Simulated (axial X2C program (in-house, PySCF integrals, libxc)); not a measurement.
# Nuclear properties of CoCO⁺

Calculated with an in-house all-electron X2C program for linear molecules (integrals from PySCF): two-component X2C with atomic mean-field Coulomb and Gaunt terms, Gaussian nuclei, basis Co dyall-v3z, C dyall-v3z, O dyall-av3z with contracted cores.

Co–C–O held linear, with bonds 1.848 and 1.120 Å (near the PBE0 minimum at charge 1 of the determinant lowest at the starting distance; the state shown can have its own minimum elsewhere, held linear; other orders of the atoms were not compared).

Determinant lowest in the PBE0 search, Ω = 3 (⟨Sz⟩ = 1.00, ⟨Lz⟩ = 2.00 at PBE0), spin on the atoms Co 1.02, C -0.01, O -0.01:

```tsv
level	Eeff magnitude (GV/cm)	Ws magnitude Co (kHz)	A∥/gI Co (MHz)	qzz Co (a.u.)	A∥/gI C (MHz)	qzz C (a.u.)	A∥/gI O (MHz)	qzz O (a.u.)
PBE0	0.367	0.0396	442	-0.68	-1.73	-0.80	2.24	-0.66
HF	0.347	0.037	361	-1.16	-3.35	-1.03	0.843	-0.78
TPSSh	0.377	0.0413	455	-0.62	-1.6	-0.75	2.46	-0.62
```

Eeff is the effective electric field on the electron electric dipole moment in this Ω state and Ws the scalar–pseudoscalar constant of the nucleus named (defined with the proton number Z and per Ω); A∥ (defined per Ω) follows by multiplying with gI = μI/(I μN); qzz is the electric field gradient, eQq0 = 234.96 MHz × Q/barn × qzz. The operators were transformed with the bare-nucleus X2C matrices; with these basis sets, hyperfine constants and field gradients can be off by tens of per cent, and where levels differ in sign neither size nor sign is settled.

With gI(59Co) = 1.3220, Q(59Co) = 0.42 barn, Q(17O) = -0.02558 barn (g factors from the IAEA table of nuclear moments by Stone; Q from Pyykkö, Mol. Phys. 2018), turn the PBE0 values of the first state into constants in MHz.

A∥(59Co) = 442 × 1.3220 = 584 MHz; eQq0(59Co) = 234.96 × (0.42) × (-0.68) = -67.1 MHz; eQq0(17O) = 234.96 × (-0.02558) × (-0.66) = 3.97 MHz.

The molecule was held linear; bending was not examined, so a bent shape may lie lower.

Each state is one determinant with collinear spin, which with several unpaired electrons need not be a pure state. Unrestricted Hartree–Fock can overshoot spin polarisation at the nuclei. With several open shells hyperfine constants can be off by a factor of several. Open-shell Ω = 0 determinants with evenly filled partner blocks cannot be reached by this program, so the Ω shown need not be the lowest component. The search compared states at one distance, so a state with another bond length can lie lower. Further determinants of the search, some of them spin-mixed, are not shown. Where a field gradient or hyperfine factor spreads by more than a factor of two over the levels, a constant derived from it is not to be relied on.
